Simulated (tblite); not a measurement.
C5H9FSSi.
Numbering: `[CH3:1][C@@H:2]1[CH2:3][Si@@H:4]([F:5])[CH2:6][C:7]1=[S:8]` (hydrogens: H9, H10, H11 on C1; H12 on C2; H13, H14 on C3; H15 on Si4; H16, H17 on C6)

Computed geometry: GFN2-xTB, gas phase.

Problem. What internal coordinates does the optimisation give?

Solution. 
```tsv
bond	length (bohr)
C1–C2	2.896
C2–C3	2.906
C3–Si4	3.589
Si4–F5	3.051
Si4–C6	3.598
C6–C7	2.821
C7=S8	3.064
C2–C7	2.839
C1–H9, C1–H10, C1–H11	2.056
C2–H12	2.067
C3–H13	2.063
C3–H14	2.056
Si4–H15	2.742
C6–H16	2.064
C6–H17	2.059
```

Bonds in one row agree within 0.02 bohr and their mean is given. A selection of angles:
```tsv
angle	degrees
C2–C1–H9	110.6
C2–C1–H10	110.3
H9–C1–H10	108.9
C1–C2–C3	110.8
C1–C2–C7	109.0
C1–C2–H12	108.2
C3–C2–C7	108.1
C3–C2–H12	111.2
C7–C2–H12	109.5
C2–C3–Si4	105.4
C2–C3–H13	109.4
C2–C3–H14	110.2
Si4–C3–H13	109.6
Si4–C3–H14	115.4
H13–C3–H14	106.8
C3–Si4–F5	111.0
C3–Si4–C6	93.7
C3–Si4–H15	119.2
F5–Si4–C6	110.5
F5–Si4–H15	104.9
C6–Si4–H15	117.3
Si4–C6–C7	105.0
Si4–C6–H16	111.2
Si4–C6–H17	115.7
C7–C6–H16	108.3
C7–C6–H17	110.4
H16–C6–H17	106.1
C6–C7–S8	123.3
C2–C7–C6	113.9
C2–C7–S8	122.8
```

Torsions: C1–C2–C3–Si4 -86° (synclinal); C2–C3–Si4–F5 -130° (anticlinal); C3–Si4–C6–C7 -5° (synperiplanar); Si4–C6–C7–S8 -152° (antiperiplanar); C1–C2–C7–C6 79° (synclinal).

The 5-membered ring C2–C3–Si4–C6–C7 has internal angles of 93.7° to 113.9°; it is puckered, 0.16 Å rms from its mean plane, widest ring torsion 42°. Si4 (fluorine-bound silicon) has angles from 93.7° to 119.2°. The 4 C–C bonds span 1.493 Å (C6–C7, drawn single) to 1.538 Å (C2–C3, drawn single), a spread of 0.045 Å. Of the pairs four or more bonds apart, Si4···H9 is among the closest relative to their van der Waals radii: 3.04 Å, 92 % of the sum of Bondi's values.

Point group: C1 (no symmetry element, even within 0.4 Å). Its GFN2-xTB frequencies are all real (lowest 44 cm⁻¹). The numbers are those of one conformer. 3 starts were optimised and ended at 0.00, 0.01 and 0.07 kcal/mol (GFN2-xTB); the lowest of these is shown.

Time: 1.7 s wall. Hardware: an Arm Neoverse N1 with one thread, no GPU, on a shared host. That covers the optimisation of the geometry.
